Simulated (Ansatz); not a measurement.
Li₅Al₅⁺, 10 atoms. Hardware: 4 threads of Arm Neoverse V2 on a shared host.

Correlated methods freeze 25 core orbitals; core or outer-core shells of Li are correlated, in sets that lack core-valence functions.

**Question.** How many basis functions does each of these Ansatz runs have, and roughly what does it cost? PBE-QIDH/def2-TZVP, charge 1 doublet, energy, from earlier orbitals; PBE0-D4/def2-SVP, charge 1 doublet, relaxation, 27 steps; PBE0-D4/def2-TZVP, charge 1 doublet, energy, from earlier orbitals; PBE0-D4/def2-SVP, charge 1 doublet, energy with a search over starts; MP2/def2-TZVP, charge 1 doublet, energy, from earlier orbitals; HF/STO-3G, charge 1 doublet, energy; CCSD(T)/def2-SVP, charge 1 doublet, energy, from earlier orbitals; PBE-D4/def2-SVP, charge 1 doublet, energy, from earlier orbitals; r2SCAN-D4/def2-TZVP, charge 1 doublet, energy, from earlier orbitals; LDA (SPW92)/def2-TZVP, charge 1 doublet, energy, from earlier orbitals; PBE0-D4/def2-SVP, charge 1 doublet, energy, from earlier orbitals; PBE-D4/def2-TZVP, charge 1 doublet, energy and forces, from earlier orbitals.

**Answer.** Other jobs shared the machine, so times can vary by a factor of up to 3. A dash marks memory too small to be measured apart from the calling script's.

```json
{"run": "HF/STO-3G, charge 1 doublet, energy", "functions": "70", "fitting or Cholesky vectors": "779", "wall time": "1.4 s", "peak host memory (GiB)": "–"}
{"run": "LDA (SPW92)/def2-TZVP, charge 1 doublet, energy, from earlier orbitals", "functions": "255", "fitting or Cholesky vectors": "1940", "wall time": "4.1 s", "peak host memory (GiB)": "–"}
{"run": "PBE-D4/def2-SVP, charge 1 doublet, energy, from earlier orbitals", "functions": "135", "fitting or Cholesky vectors": "1645", "wall time": "6 s", "peak host memory (GiB)": "–"}
{"run": "PBE0-D4/def2-SVP, charge 1 doublet, energy, from earlier orbitals", "functions": "135", "fitting or Cholesky vectors": "1435", "wall time": "7 s", "peak host memory (GiB)": "0.61"}
{"run": "PBE-D4/def2-TZVP, charge 1 doublet, energy and forces, from earlier orbitals", "functions": "255", "fitting or Cholesky vectors": "1940", "wall time": "10 s", "peak host memory (GiB)": "0.57"}
{"run": "MP2/def2-TZVP, charge 1 doublet, energy, from earlier orbitals", "functions": "255", "fitting or Cholesky vectors": "1905", "wall time": "18 s", "peak host memory (GiB)": "1"}
{"run": "PBE0-D4/def2-TZVP, charge 1 doublet, energy, from earlier orbitals", "functions": "255", "fitting or Cholesky vectors": "2040", "wall time": "23 s", "peak host memory (GiB)": "1.2"}
{"run": "PBE0-D4/def2-SVP, charge 1 doublet, energy with a search over starts", "functions": "135", "fitting or Cholesky vectors": "1435", "wall time": "26 s", "peak host memory (GiB)": "0.7"}
{"run": "PBE-QIDH/def2-TZVP, charge 1 doublet, energy, from earlier orbitals", "functions": "255", "fitting or Cholesky vectors": "1905", "wall time": "31 s", "peak host memory (GiB)": "1.2"}
{"run": "CCSD(T)/def2-SVP, charge 1 doublet, energy, from earlier orbitals", "functions": "135", "fitting or Cholesky vectors": "1435", "wall time": "42 s", "peak host memory (GiB)": "1.6"}
{"run": "r2SCAN-D4/def2-TZVP, charge 1 doublet, energy, from earlier orbitals", "functions": "255", "fitting or Cholesky vectors": "1940", "wall time": "56 s", "peak host memory (GiB)": "1.2"}
{"run": "PBE0-D4/def2-SVP, charge 1 doublet, relaxation, 27 steps", "functions": "135", "fitting or Cholesky vectors": "1575", "wall time": "2.3 min", "peak host memory (GiB)": "0.64"}
```
